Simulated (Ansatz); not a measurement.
Compare A (`CC(C)[Si]Cl`) with its isomer B (`[SiH3]C1(Cl)CC1`).

Gas-phase electronic energies from Ansatz, PBE0-D4/def2-TZVP geometries. CBS: MP2 limit from def2 TZ/QZ plus the TZ coupled-cluster correction, frozen cores. Functionals use def2-TZVPP. B3LYP here is the variant with VWN-RPA as its local correlation; programs differ in this. Each species was taken in one conformer, which may not be the lowest.

Which is lower in electronic energy at CCSD(T)/CBS, and by how much? (An estimate is asked.)

Computed: A, by 126.0 kJ/mol.

Give E(B) − E(A) in kJ/mol with r2SCAN-D4, CCSD/def2-TZVPP, ωB97M-V, B3LYP, B3LYP-D4, HF/def2-TZVPP, LDA (SPW92). (Best estimate.)

The calculation gave: r2SCAN-D4 113.0, CCSD/def2-TZVPP 125.7, ωB97M-V 129.5, B3LYP 128.6, B3LYP-D4 131.2, HF/def2-TZVPP 118.0, LDA (SPW92) 114.9. None reverses the order clearly.

Does the order hold for the free energy at 298.15 K (harmonic terms from PBE0-D4)? (Estimate.)

The calculation gave: Yes: G(B) − G(A) = +112.1 kJ/mol, for one conformer each. Modes under 60 cm⁻¹, often nearly free rotors, make the harmonic entropy too high.

Largest T1 diagnostic: 0.011.

From BLYP to BHLYP (50 % exact exchange), in def2-TZVPP and without D4, E(B) − E(A) moves by −9.5 kJ/mol. Leaving LDA and LC-ωPBE aside and taking each functional with its dispersion term where it has one, the values, not all of them listed here, spread over 29.9 kJ/mol, from ωB97X-V to BLYP-D4. LDA lies −6.9 kJ/mol from PBE without D4.
